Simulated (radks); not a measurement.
The numbers below are computed, except where a source is named.
Problem. These are the eigenvalues of the occupied orbitals of an atom or ion with whole-number occupations (eV). Level of theory: scalar-relativistic Kohn-Sham, LDA (Slater exchange, Perdew-Wang correlation), spin-unpolarised, spherical densities, finite nucleus; Fermi nuclear charge, rms radius of each element as measured or else 0.836 A^(1/3) + 0.57 fm (a radial shooting solver on a logarithmic mesh with Libxc functionals).

orbital  eigenvalue
1s        -26517.12
2s        -3957.806
2p        -3556.314
3s        -756.2684
3p        -624.4954
3d        -417.5088
4s        -127.8912
4p         -88.7017
4d         -32.2548
5s         -20.1204
4f          -2.4985

Which element is it, and in what charge state? The configuration may be excited.

Solution. Z = 48, cadmium, charge +1: Cd+ in [Ar] 3d10 4s2 4p5 4d10 5s1 4f1. The list shows which subshells hold electrons but not how many an open one holds; the 1s level, -974.49 hartree, gives Z - s = 44.1 by -(Z - s)^2/2, which with screening and relativity narrows Z to a few neighbours, and the depths of the outer levels then fix element, charge and occupations together.
